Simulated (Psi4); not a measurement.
Approach curve of the dimer H3ClSi ··· H3ClSi (SMILES [SiH3]Cl and [SiH3]Cl). Monomers: optimised at B3LYP-D3(BJ) (def2-TZVP), held rigid. Orientation: a random orientation, not optimised. R is the distance of the centres of mass, along which the second monomer moves.

Geometry at R = 5.63 Å (first 5 atoms: monomer A):
```
10

Si    -0.1325     0.0017    -0.0008
Cl     1.9336    -0.0247     0.0116
H     -0.6064    -0.9436    -1.0303
H     -0.5810     1.3724    -0.3141
H     -0.6137    -0.4057     1.3336
Si    -2.3575     3.1573     2.4825
Cl    -2.5931     4.8455     1.3144
H     -3.6371     2.4223     2.5057
H     -1.9812     3.5803     3.8454
H     -1.2944     2.3228     1.8896
```

Level of theory: SAPT0/jun-cc-pVDZ, frozen core (Psi4).

Components in kcal/mol:

```tsv
R / Å	electrostatics	exchange	induction	dispersion	total
5.02	-2.60	9.74	-1.11	-2.49	3.54
5.21	-1.49	5.96	-0.66	-1.83	1.98
5.44	-0.71	3.23	-0.35	-1.28	0.88
5.63	-0.36	1.91	-0.21	-0.96	0.38
5.86	-0.13	1.00	-0.11	-0.69	0.08
6.03	-0.03	0.61	-0.07	-0.54	-0.03
6.36	0.05	0.23	-0.03	-0.35	-0.09
6.62	0.08	0.10	-0.02	-0.25	-0.08
7.15	0.08	0.02	-0.01	-0.13	-0.04
7.84	0.07	0.00	0.00	-0.07	0.00
8.81	0.05	0.00	0.00	-0.03	0.02
10.10	0.03	0.00	0.00	-0.01	0.02
```
